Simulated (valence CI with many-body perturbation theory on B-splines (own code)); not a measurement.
Ga XXV: calculated level list

Method: valence CI with perturbative core correlation (CI+MBPT): five valence electrons over a frozen Dirac-Fock core [He], a basis of 11 s, 11 p, 10 d, 8 f, 5 g, 2 h functions for each j, with the one-electron correlation potential Σ1, the two-electron term Σ2, the three-electron term Σ3, Breit, model QED; selected CI, second order for the rest, scaled by the run's own slope (own B-spline code, finite nucleus).

No measured levels were compared; by estimate levels of excited configurations hold to 0.05 to 0.15 % of their energy, terms of the ground configuration to about 0.5 %. Among the levels kept, up to 5500 cm⁻¹ of a level comes from second order outside the variational space, and about a tenth of that is noise between levels of different J, which matters for small intervals.

Levels 181 to 209 of 209, with energies above the lowest level, 2s²2p³ ⁴S°_3/2. "Leading %" is the weight of the configuration and term that name the level; weights of strongly mixed levels are sums over their largest components and can fall short. Lifetimes count E1, E2, E3, M1 and M2 decay at the calculated energies, and are blank where another channel may lead or the interval is too uncertain; long ones can be off by a factor of two.

| No. | Configuration | Term | J | E (eV) | Leading % | Lifetime | Second component |
| --- | --- | --- | --- | --- | --- | --- | --- |
| 181 | 2s2p³3d | ²F° | 5/2 | 1594.7 | 38 | 63.4 fs | 19 % 2s2p³3d ⁴P° |
| 182 | 2s2p³3d | ²F° | 7/2 | 1595.0 | 40 | 129 fs | 29 % 2s2p³3d ⁴D° |
| 183 | 2s2p³3d | ⁴P° | 1/2 | 1596.4 | 61 | 24.7 fs | 10 % 2s2p³3d ²P° |
| 184 | 2s2p³3d | ⁴P° | 3/2 | 1597.1 | 29 | 34.0 fs | 16 % 2s2p³3d ⁴D° |
| 185 | 2s2p³3d | ²F° | 5/2 | 1598.2 | 39 | 95.2 fs | 19 % 2s2p³3d ²D° |
| 186 | 2s2p³3d | ²F° | 7/2 | 1600.6 | 38 | 49.5 fs | 37 % 2s2p³3d ²G° |
| 187 | 2s2p³3d | ²P° | 1/2 | 1603.8 | 60 | 25.4 fs | 12 % 2s2p³3d ⁴D° |
| 188 | 2s2p³3d | ²D° | 5/2 | 1605.1 | 53 | 29.4 fs | 36 % 2s2p³3d ²F° |
| 189 | 2s2p³3p | ²P | 1/2 | 1606.7 | 42 | 351 fs | 32 % 2s2p³3p ²S |
| 190 | 2s2p³3p | ²P | 3/2 | 1607.2 | 49 | 202 fs | 29 % 2s2p³3p ²D |
| 191 | 2s2p³3d | ⁴D° | 5/2 | 1608.2 | 60 | 67.4 fs | 16 % 2s2p³3d ²D° |
| 192 | 2s2p³3d | ⁴D° | 3/2 | 1608.2 | 53 | 33.2 fs | 8 % 2s2p³3d ²D° |
| 193 | 2s2p³3p | ²D | 5/2 | 1608.4 | 71 | 243 fs | 19 % 2s2p³3p ⁴P |
| 194 | 2s2p³3d | ⁴D° | 7/2 | 1609.8 | 63 | 109 fs | 20 % 2s2p³3d ²F° |
| 195 | 2s2p³3p | ²P | 3/2 | 1610.6 | 66 | 534 fs | 19 % 2s2p³3p ²D |
| 196 | 2s2p³3d | ²P° | 3/2 | 1610.6 | 48 | 33.3 fs | 33 % 2s2p³3d ²D° |
| 197 | 2s2p³3d | ⁴D° | 1/2 | 1611.2 | 67 | 31.9 fs | 24 % 2s2p³3d ²P° |
| 198 | 2s2p³3d | ²D° | 3/2 | 1614.9 | 47 | 35.5 fs | 23 % 2s2p³3d ²P° |
| 199 | 2s2p³3d | ²D° | 5/2 | 1618.5 | 61 | 40.9 fs | 13 % 2s2p³3d ²F° |
| 200 | 2s2p³3p | ²P | 1/2 | 1620.9 | 55 | 464 fs | 35 % 2s2p³3p ²S |
| 201 | 2s2p³3d | ²G° | 9/2 | 1622.2 | 80 | 12.3 ps | 17 % 2s2p³3d ⁴F° |
| 202 | 2p⁴3s | ⁴P | 5/2 | 1624.5 | 79 | 1.35 ps | 14 % 2p⁴3s ²D |
| 203 | 2s2p³3d | ²F° | 7/2 | 1624.7 | 50 | 3.79 ps | 37 % 2s2p³3d ²G° |
| 204 | 2s2p³3d | ²F° | 7/2 | 1626.6 | 59 | 23.8 fs | 20 % 2s2p³3d ²G° |
| 205 | 2s2p³3d | ²F° | 5/2 | 1627.3 | 64 | 24.2 fs | 9 % 2s2p³3d ²D° |
| 206 | 2s2p³3d | ²P° | 3/2 | 1627.6 | 60 | 24.6 fs | 20 % 2s2p³3d ²D° |
| 207 | 2s2p³3d | ²D° | 5/2 | 1628.5 | 65 | 28.7 fs | 20 % 2s2p³3d ²F° |
| 208 | 2s2p³3d | ²S° | 1/2 | 1628.6 | 50 | 24.9 fs | 35 % 2s2p³3d ²P° |
| 209 | 2p⁴3s | ²P | 3/2 | 1629.9 | 53 | 211 fs | 23 % 2p⁴3s ⁴P |

Names give the largest LS component (configuration and term), which can be under half, so a name can repeat, a term be missing and a line seem to break the LS rules; names also repeat where a configuration has a term twice.
